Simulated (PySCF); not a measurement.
Atomic charges by several schemes

Compound: C8H10Si.
Structure used (GFN2-xTB), in Å, numbered top down from 1:
```
atom  x, y, z in Å
C1     3.8548    0.8746   -0.9458
C2     2.7180    0.4836   -0.9348
Si3    0.9675   -0.1216   -0.9197
C4     0.7759   -1.5518    0.3213
C5    -0.6196   -1.6446    0.8500
C6    -1.5861   -0.7322    0.7562
C7    -1.5228    0.5750    0.1151
C8    -2.6472    1.2025   -0.2306
C9    -0.1765    1.1793   -0.1351
H10    4.8496    1.2183   -0.9542
H11    0.5521   -0.4931   -2.2794
H12    1.4583   -1.4076    1.1652
H13    1.0498   -2.5146   -0.1153
H14   -0.8501   -2.5757    1.3563
H15   -2.5563   -0.9781    1.1716
H16   -2.6349    2.1620   -0.7197
H17   -3.6183    0.7734   -0.0466
H18   -0.2761    2.0833   -0.7349
H19    0.2521    1.4764    0.8261
```

Density: PBE0/pcSseg-1 (PySCF); schemes: Mulliken, IAO, Hirshfeld and ESP-fitted. The structure is a single GFN2-xTB conformer in the gas phase; no vibrational or solvent corrections.

**Question.** Do the Mulliken, IAO, Hirshfeld and ESP-fitted schemes agree on where the charge is lowest?

**Answer.** The schemes don't all agree: Mulliken C4 (-0.489); IAO C4 (-0.554); Hirshfeld C4 (-0.159); ESP-fitted C8 (-0.671).

**Question.** At which atom do the 4 schemes differ most?

**Answer.** At C7: from -0.401 (Mulliken) to +0.455 e (ESP-fitted), 0.856 e apart.

**Question.** Tabulate the Mulliken, IAO, Hirshfeld and ESP-fitted charges.

**Answer.** In e:

| atom | environment | Mulliken | IAO | Hirshfeld | ESP-fitted |
| --- | --- | --- | --- | --- | --- |
| C1 | terminal alkyne carbon | -0.210 | -0.192 | -0.089 | -0.234 |
| C2 | alkyne carbon | -0.184 | -0.326 | -0.156 | -0.365 |
| Si3 | SiH silicon | +0.921 | +0.932 | +0.388 | +0.824 |
| C4 | sp3 carbon bound to silicon | -0.489 | -0.554 | -0.159 | -0.507 |
| C5 | alkene CH carbon | -0.167 | -0.139 | -0.040 | +0.047 |
| C6 | alkene CH carbon | -0.035 | -0.173 | -0.061 | -0.491 |
| C7 | fully substituted alkene carbon | -0.401 | +0.020 | +0.005 | +0.455 |
| C8 | terminal =CH2 carbon | -0.056 | -0.334 | -0.112 | -0.671 |
| C9 | sp3 carbon bound to silicon | -0.402 | -0.543 | -0.157 | -0.587 |
| H10 | alkyne hydrogen | +0.063 | +0.202 | +0.097 | +0.275 |
| H11 | Si–H hydrogen | -0.056 | -0.115 | -0.070 | -0.139 |
| H12 | methylene hydrogen | +0.167 | +0.164 | +0.046 | +0.170 |
| H13 | methylene hydrogen | +0.152 | +0.158 | +0.045 | +0.140 |
| H14 | vinylic hydrogen | +0.102 | +0.147 | +0.044 | +0.102 |
| H15 | vinylic hydrogen | +0.088 | +0.148 | +0.044 | +0.189 |
| H16 | vinylic hydrogen | +0.101 | +0.145 | +0.043 | +0.221 |
| H17 | vinylic hydrogen | +0.102 | +0.145 | +0.042 | +0.228 |
| H18 | methylene hydrogen | +0.134 | +0.151 | +0.044 | +0.154 |
| H19 | methylene hydrogen | +0.168 | +0.163 | +0.046 | +0.189 |

Mean size of the charges over all atoms: ESP-fitted 0.315 e, IAO 0.250 e, Mulliken 0.210 e, Hirshfeld 0.089 e. Each set sums to the total charge, 0, to within 0.001 e. The ESP scheme is a least-squares fit of atom-centred charges to the potential on four shells outside the van der Waals surface, with the total charge fixed. The IAO scheme counts the electrons in orthogonalised intrinsic atomic orbitals, a minimal basis polarised so that it spans the occupied orbitals exactly.

**Question.** Sum the charges by element, for elements with more than one atom.

**Answer.** 
| element | atoms | Mulliken | IAO | Hirshfeld | ESP-fitted |
| --- | --- | --- | --- | --- | --- |
| C | 8 | -1.942 | -2.240 | -0.769 | -2.352 |
| H | 10 | +1.021 | +1.309 | +0.381 | +1.528 |

**Question.** How closely do the schemes follow one another over all atoms?

**Answer.** Correlation coefficient and root-mean-square difference: IAO with Hirshfeld 0.98, 0.208 e; Mulliken with IAO 0.91, 0.136 e; IAO with ESP-fitted 0.91, 0.159 e; Mulliken with Hirshfeld 0.90, 0.194 e; Hirshfeld with ESP-fitted 0.89, 0.276 e; Mulliken with ESP-fitted 0.67, 0.284 e.

**Question.** How many electrons does the Mulliken scheme count on C2?

**Answer.** Z − q = 6 − (-0.184) = 6.184.
